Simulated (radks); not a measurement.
The sulfur ion S2+ inside a hard spherical wall (all orbitals vanish at R), configuration held at [Ne] 3s2 3p2 and not refilled when levels cross. All-electron calculation, non-relativistic Kohn-Sham, PBE, spin-polarised, spherical densities, point nucleus; open shells are filled with parallel spins first. Program: a radial shooting solver on a logarithmic mesh with Libxc functionals. Eigenvalues in eV for spin up, with the zero of energy where the potential of the charges vanishes at infinity; a dash marks a level that is unbound or too diffuse for the functional's potential to be trusted. A positive occupied level is held by the wall or, in an anion where self-interaction has pushed it up, behind a barrier. The pressure on the wall is -dE/dV.

| R (bohr) | E (hartree) | kinetic (hartree) | e(2s) | e(2p) | e(3s) | e(3p) | e(3d, empty) | e(4s, empty) | pressure (GPa) |
|---|---|---|---|---|---|---|---|---|---|
| free | -396.71029 | 396.250 | -236.12 | -182.32 | -40.335 | -29.014 | -13.891 | -12.006 | 0 |
| 20 | -396.71029 | 396.250 | -236.12 | -182.32 | -40.335 | -29.014 | -13.891 | -12.006 | < 0.0001 |
| 12 | -396.71029 | 396.250 | -236.12 | -182.32 | -40.335 | -29.014 | -13.891 | -12.005 | < 0.0001 |
| 4 | -396.66887 | 396.585 | -234.93 | -181.13 | -39.550 | -28.009 | -11.565 | 0.810 | 13.9 |
| 3 | -396.31842 | 398.453 | -229.89 | -176.02 | -35.386 | -22.809 | -4.358 | 30.900 | 226 |
| 2 | -393.01601 | 409.741 | -210.16 | -155.86 | -6.151 | 9.652 | 27.989 | 160.32 | 5040 |
| 1.5 | -384.06938 | 433.570 | -184.09 | -128.56 | 65.789 | 80.879 | 83.558 | 391.66 | 34700 |
